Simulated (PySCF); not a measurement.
Work out the structure from these simulated measurements.

Elements present: C, Ga and H. Monoisotopic mass: 85.9647 u.

| Item | Value |
| --- | --- |
| NMR, other nuclei | isotropic shieldings of nuclei other than C and H, by class: 1360 (1 Ga) ppm [GIAO HF/pcSseg-2] |
| 13C NMR | chemical shifts (computed TMS as zero) by class: -4.2 (1 C) ppm [GIAO HF/pcSseg-2] |
| Polarisability | 44.5 au [wB97X-D/def2-SVPD] |
| UV, first state | lowest singlet excitation: 5.23 eV (237 nm, f = 0.003) [TDDFT wB97X-D/def2-SVPD] |
| Rotational structure | rotational constants A, B, C: 73.118, 8.984, 8.420 GHz [PBE0-D3(BJ)/def2-SVP] |
| XPS | C1s 290.1 eV [ΔSCF SCAN, pcX-2 on the ionised atom, pcseg-1 elsewhere, spin-free X2C] |

Electronic properties: PySCF, gas phase, density fitting. Levels stand in brackets. Isolated species at its PBE0-D3(BJ)/def2-SVP geometry, gas phase. Relativistic effects, spin–orbit coupling among them, are left out (core-ionisation runs apart) although an element past zinc is present. NMR values are class means; diastereotopic atoms form classes of their own.

Q: Which formula fits the mass and the elements?

A: CH5Ga (calculated 85.9647). No other formula that holds each of these elements comes within 0.0003 u with a fitting electron parity and a possible valence count.

Q: Give a SMILES that accounts for the data.

A: The one carbon: methyl carbon (-4.2 ppm). The other shieldings belong to: 1360 ppm, gallium bonded to C and 2 H. The core levels belong to: C1s 290.1 eV, methyl carbon. No core level of Ga was computed. By its constants the optimised geometry is an asymmetric top. Structure: `[CH3][GaH2]`. NMR values of atoms bound to Ga lack the spin–orbit term that these neighbours bring.
